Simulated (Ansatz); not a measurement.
`FBO[SiH2][SiH3]`, relaxed with RKS PBE0-D4/def2-TZVP in the Gaussian-basis code of Ansatz from a PBE-D4/def2-SVP geometry. The force threshold is 0.005 eV/Å; the program also tests the step.

Charge 0, multiplicity 1.

Start:

```xyz
11

F    -0.457    1.690    1.189
B    -0.056    2.171   -0.004
O     0.310    1.324   -0.988
Si    0.392   -0.384   -1.100
Si   -0.267   -1.475    0.884
H    -0.034    3.374   -0.168
H     1.815   -0.715   -1.452
H    -0.494   -0.772   -2.250
H    -1.690   -1.143    1.231
H     0.644   -1.111    2.022
H    -0.163   -2.959    0.636
```

```csv
step,energy (eV),largest force (eV/Å),largest move (Å)
1,-21287.3601,0.665,0.000
2,-21287.3992,0.511,0.030
3,-21287.4084,0.124,0.015
4,-21287.4091,0.118,0.014
5,-21287.4100,0.074,0.034
6 (rejected),-21287.4099,0.083,0.022
7,-21287.4103,0.008,0.007
8,-21287.4103,0.004,0.005
```

End:

```xyz
11

F    -0.447    1.739    1.189
B    -0.050    2.170   -0.010
O     0.296    1.293   -0.960
Si    0.382   -0.369   -1.082
Si   -0.265   -1.485    0.875
H    -0.013    3.347   -0.206
H     1.788   -0.695   -1.434
H    -0.492   -0.755   -2.221
H    -1.677   -1.176    1.220
H     0.621   -1.122    2.011
H    -0.143   -2.947    0.618
```

Run time 28 s (4 threads of an Arm Neoverse V1 on a shared host); peak host memory 0.54 GiB.
